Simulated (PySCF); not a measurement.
Give a PBE0-D3(BJ)/def2-SVP geometry of `CB(C)[SiH2][CH2][GeH3]`.

```
atom  x, y, z in Å
C1    -1.9332    1.5412    0.2520
B2    -1.5094    0.1220   -0.2611
C3    -2.1323   -1.1705    0.3642
Si4   -0.0920   -0.0151   -1.7212
C5     1.5610    0.6295   -1.0479
Ge6    2.1203   -0.2659    0.5980
H7    -2.9414    1.5726    0.6966
H8    -1.8140    2.3681   -0.4638
H9    -1.2297    1.7473    1.0857
H10   -2.6133   -1.0258    1.3447
H11   -1.4586   -2.0406    0.3974
H12   -2.9378   -1.4538   -0.3457
H13   -0.4774    0.8000   -2.9247
H14    0.1191   -1.4245   -2.1947
H15    1.4724    1.7080   -0.8363
H16    2.3513    0.5094   -1.8063
H17    3.5028    0.2283    1.0674
H18    1.0912    0.0255    1.7119
H19    2.1796   -1.7915    0.3880
```

Orientation and origin are arbitrary. Atoms count from 1 in this order. Ge6 (germanium bonded to C and 3 H) is tetrahedral (angles from 108.1° to 111.5°). B2 (three-coordinate boron) is planar (angles 120.6°, 120.5° and 118.9°, sum 360.0°, 0.01 Å off the plane of its three neighbours). Si4 (SiH2 silicon) is tetrahedral (angles from 107.0° to 112.7°).

Bonds between heavy atoms (Å): C1–B2 1.568, B2–C3 1.565, B2–Si4 2.039, Si4–C5 1.898, C5–Ge6 1.955.

Computed with PBE0-D3(BJ)/def2-SVP geometry optimisation, gas phase in PySCF.

Point group: C1 (no symmetry element, even within 0.4 Å). Stationary, but not proved a minimum. One conformer, not necessarily the lowest (C1–B2–Si4–C5 65°, B2–Si4–C5–Ge6 55°).
